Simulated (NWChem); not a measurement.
# C2H3BO; SMILES C#CBO

```xyz
7

B      0.5143    -0.6690     0.0000
C      0.0842     0.8011     0.0000
C     -0.2037     1.9840     0.0000
H     -0.4663     3.0270     0.0000
H      1.6922    -0.9580     0.0000
O     -0.4316    -1.6310     0.0000
H     -0.0568    -2.5174     0.0000
```
Atoms are numbered in this order, from 1.

Program: NWChem. Pople sets run with spherical d functions. All runs use the structure optimised with PBE0/def2-SVP. Vzz is the largest principal value of the second derivative of the potential at the nucleus (NWChem prints the opposite sign); η is the asymmetry. Non-relativistic.

| level | Vzz B1 (a.u.) | η B1 | Vzz O6 (a.u.) | η O6 | relative time |
|---|---|---|---|---|---|
| PBE/cc-pVTZ | 0.395 | 0.24 | 1.132 | 0.24 | 8 |
| PBE/def2-SVP | 0.353 | 0.25 | 1.166 | 0.20 | 1 |
| CAM-B3LYP/6-31G* | 0.391 | 0.27 | 1.183 | 0.10 | 2 |
| CAM-B3LYP/def2-SVP | 0.392 | 0.22 | 1.208 | 0.15 | 2 |

The last column is a rough cost ratio, cheapest run = 1.
